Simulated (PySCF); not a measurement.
These 3 structures share the formula C5H13B. Level of theory: PySCF 2.14.0, PBE0-D3(BJ)/def2-SVP geometry optimisation, gas phase. One conformer each; no zero-point energy, no entropy. No frequencies were run at this level. Point groups hold within 0.08 Å.

**Question.** Rank from lowest to highest electronic energy at this level (kJ/mol).
A. `[CH3:1][CH2:2][CH2:3][B:4]([CH3:5])[CH3:6]` with C1–C2–C3–B4 176°, C2–C3–B4–C5 -25°
B. `[BH2:1][C:2]([CH3:3])([CH3:4])[CH2:5][CH3:6]` with H–B1–C2–C3 154° and -32°, B1–C2–C5–C6 -56°
C. BMe2(iPr), `CB(C)C(C)C`

**Answer.** A (0.0), C (5.0), B (113.8).

Neighbours under 10 kJ/mol apart (CCCB(C)C and CB(C)C(C)C) can change places with a better method, another conformer or zero-point energy.

```tsv
SMILES	E (Eh)	E rel (kJ/mol)	dipole (D)	point group	A, B, C (MHz)
CCCB(C)C	-222.79324	0.0	0.07	C1	6225, 1652, 1372
CB(C)C(C)C	-222.79133	5.0	0.14	C1	4022, 2369, 2095
BC(C)(C)CC	-222.74990	113.8	0.69	C1	4486, 2606, 2422
```

**Question.** How do the relative energies change in single points at B3LYP/pcSseg-1 (no added dispersion term) on the same geometries?

**Answer.** 
| SMILES | PBE0-D3(BJ)/def2-SVP (kJ/mol) | B3LYP/pcSseg-1 (kJ/mol) | shift |
| --- | --- | --- | --- |
| CCCB(C)C | 0.0 | 0.0 | 0.0 |
| CB(C)C(C)C | 5.0 | 8.5 | +3.5 |
| BC(C)(C)CC | 113.8 | 118.2 | +4.4 |

Each column counts from its own lowest isomer. The order is unchanged; the largest shift is 4.4 kJ/mol.
